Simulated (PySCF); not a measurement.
Molecule: Os(Cp)2, C₁₀H₁₀Os, singlet. Atoms near the plane z = 1.2 Å, at the GFN2-xTB optimised geometry (x, y, z in Å): Os1 (0.0, 0.0, 0.0), C3 (2.2, 0.0, 0.0), C4 (1.8, 1.1, 0.8), C5 (1.0, 2.0, 0.0), H8 (2.9, -0.8, 0.3), H9 (2.1, 1.3, 1.9), H10 (0.7, 3.0, 0.3), C12 (-1.2, -1.2, 1.5), C13 (-1.0, -2.0, 0.3), C15 (-2.3, -0.1, -0.3), C16 (-2.0, 0.0, 1.1), H17 (-1.0, -1.5, 2.5), H18 (-0.6, -3.0, 0.3), H21 (-2.4, 0.7, 1.8).

Level of theory: PBE0/def2-SVP, def2 effective core potentials past Kr (PySCF). The core electrons that the potentials of Os replace are not part of the density. Cells within 0.4 Å of a nucleus heavier than hydrogen are left out (blank, or x). The values are rescaled to run from 0 to 1.

```
|00000000000000000000000000000|
|00000000000000000000000000000|
|00000000000000000000000000000|
|00000000000000256300000000000|
|00000000000001699610000000000|
|00000000000001699610000000000|
|00000000000000377410000000000|
|00000000000000133100110000000|
|00000000000000011123331100000|
|00000012100011112356764100000|
|00000267521122113566985200000|
|0000048996323322465x785100000|
|00000599986433334765652000000|
|00001489436623443565421000000|
|00001465xx6622443233211000000|
|00002466xx9853343211123420000|
|00001367898676333211148873000|
|0000013588xx66322110159984000|
|00000002573376211100037871000|
|00000001589984110000013410000|
|00000001478752100000000000000|
|00000001245433100000000000000|
|00000000122456300000000000000|
|00000000011478620000000000000|
|00000000000367620000000000000|
|00000000000144200000000000000|
|00000000000000000000000000000|
|00000000000000000000000000000|
|00000000000000000000000000000|
```
Scale: ten equal steps from 0.000 (start of '0') to 1.00 (end of '9'), in the order '0123456789'; x runs from -5.00 to 5.00, y from -5.00 (bottom) to 5.00 (top).

Which quantity is mapped?
A. log10 of the electron density
B. electron localisation function
C. Laplacian of the electron density
D. deformation density (molecule minus spherical neutral atoms)

B, electron localisation function
